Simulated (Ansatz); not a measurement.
`[CH3][SbH][CH2]O` + H₂ → `[CH3][SbH][CH3]` + H₂O  (hydrogenolysis of a C–O bond)

Gas-phase electronic energies from Ansatz, PBE0-D4/def2-TZVP geometries. CCSD(T)/CBS adds triple-zeta CCSD(T) − MP2 to the extrapolated MP2 energy (def2 sets, frozen cores). This one scheme is used for every species. DFT in def2-TZVPP. B3LYP here is the variant with VWN-RPA as its local correlation; programs differ in this. Elements past krypton have def2 core potentials. For Sb outer-core shells are correlated without core-valence functions, which leaves a few kJ/mol of doubt a bond. Each species was taken in one conformer, which may not be the lowest.

```csv
level,ΔE (kcal/mol)
r2SCAN,-29.3
B3LYP,-30.5
HF/def2-TZVPP,-34.4
SCS-MP2/def2-TZVPP,-31.4
HF/def2-QZVPP,-34.5
MP2/def2-QZVPP,-32.1
MP2/CBS(def2),-32.3
CCSD/CBS(def2),-32.6
```

Task: What does CCSD(T)/CBS give? (An estimate is asked.)

Result: The calculation gave: -31.6 kcal/mol. The listed levels differ from it by 2.3, 1.1, -2.8, 0.2, -2.9, -0.5, -0.7, -1.0 kcal/mol.

Largest T1 diagnostic among the species: 0.013.

From PBE to PBE0 (25 % exact exchange), in def2-TZVPP and without D4, ΔE moves by −2.2 kcal/mol. In def2-TZVPP, CCSD(T) changes the Hartree–Fock value by +3.3 kcal/mol (the triples alone add +1.1 kcal/mol) and MP2 by +2.6 kcal/mol. The D4 term adds +1.4 kcal/mol with B3LYP and +0.8 kcal/mol with PBE0; it sums over pairs of atoms, weighted by their polarisabilities, and B3LYP, whose exchange is more repulsive, gets the larger term.
